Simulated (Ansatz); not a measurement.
Geometry optimisation, RKS PBE0/def2-mTZVP (Ansatz 0.2.0).

Input file:

```yaml
crystal:
  periodic: [false, false, false]
  atoms:
    - { symbol: Sn, position_ang: [0.0, 0.0, 0.0] }
    - { symbol: H, position_ang: [1.2376, 0.0, 1.4939] }
    - { symbol: H, position_ang: [1.8209, 0.0, 0.6694] }
    - { symbol: H, position_ang: [-0.8195, 1.4198, -0.5794] }
    - { symbol: O, position_ang: [-0.9232, -1.5994, -0.6527] }
    - { symbol: H, position_ang: [-1.3778, -2.065, 0.1197] }
basis:
  gaussian: { orbitals: def2-mTZVP }
hamiltonian:
  xc: pbe0
relax:
  f_tol: 0.15
  max_steps: 25
  restrain:
    - { distance: [1, 2], at: 0.66, k: 30.0 }
    - { distance: [0, 1], at: 2.94, k: 30.0 }
    - { distance: [0, 2], at: 2.94, k: 30.0 }
output:
  orbitals: {}
```

Launched with:

```bash
$ ansatz run input.yaml --threads 1 --pin off --max-ram 2048MiB --backend cpu --events-out ev --progress --plain --runs-dir out
```

Q: Where does it end, and by what steps?

A: The forces met the threshold. The restraints hold the end off the free minimum. After 14 steps the energy has fallen by 3.769 eV (the restraints' own energy left out); Sn1 moved furthest, 1.18 Å. Parted: Sn1–H2 (1.94 → 2.94 Å), Sn1–H3 (1.94 → 2.94 Å). Joined: H2–H3 (1.01 → 0.71 Å).

| step | energy less start (eV) | largest force component (eV/Å) | accepted |
| --- | --- | --- | --- |
| 0 | 0.0000 | 2.084 | yes |
| 1 | 0.7093 | 2.967 | yes |
| 2 | -0.2849 | 4.200 | yes |
| 3 | -1.0735 | 4.333 | yes |
| 4 | -1.7794 | 3.613 | yes |
| 5 | -2.2512 | 3.493 | yes |
| 6 | -3.0106 | 2.201 | yes |
| 7 | -3.4684 | 1.553 | yes |
| 8 | -3.6217 | 1.054 | yes |
| 9 | -3.6669 | 1.091 | yes |
| 10 | -3.6979 | 1.226 | yes |
| 11 | -3.7494 | 1.319 | yes |
| 12 | -3.7432 | 1.958 | yes |
| 13 | -3.7582 | 1.693 | yes |
| 14 | -3.7692 | 1.440 | yes |

```xyz
6
Properties=species:S:1:pos:R:3
Sn -1.058 0.154 0.506
H 1.734 0.040 1.423
H 1.874 0.179 0.741
H -0.252 1.118 -0.759
O -0.979 -1.485 -0.642
H -1.381 -2.251 -0.218
```

Run time: 34 s on 1 thread of Intel(R) Xeon(R) 6975P-C (Granite Rapids), on a shared host, peak memory 0.14 GiB.
